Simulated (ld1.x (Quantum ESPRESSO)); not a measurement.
## Transferability test, TM semilocal potential for Se (Z = 34)

Se, norm-conserving Troullier–Martins (semilocal form), made with ld1.x (Quantum ESPRESSO) 7.5 (PBEsol, scalar-relativistic). Core [Ar] 3d10, reference 4s2 4p4. Waves: 4s (bound): rc 1.35 bohr; 4d channel at 0.25 Ry: rc 1.40 bohr; 4p (bound): rc 1.90 bohr. Local part: the p channel. Core correction: a·sin(br)/r model core, default radius (core density twice the valence density).

Energies are relative to the spin-unpolarised reference configuration 4s2 4p4; without spin polarisation the order of configurations can differ from experiment.

```
valence configuration  charge  ΔE all-electron (eV)  error AE − PS (meV)
              4s2 4p3      +1                10.850                 -1.6
              4s2 4p2      +2                31.217                 -9.6
              4s2 4p1      +3                62.118                  -43
              4s0 4p6       0                21.980                  -24
              4s2 4p0      +4               104.328                 -145
              4s1 4p4      +1                22.393                 -9.8
              4s1 4p5       0                10.888                 -6.4
```

Levels in the configuration 4s2 4p3:

```
level  all-electron (eV)  pseudo (eV)
   4s            -26.876      -26.878
   4p            -15.418      -15.418
```
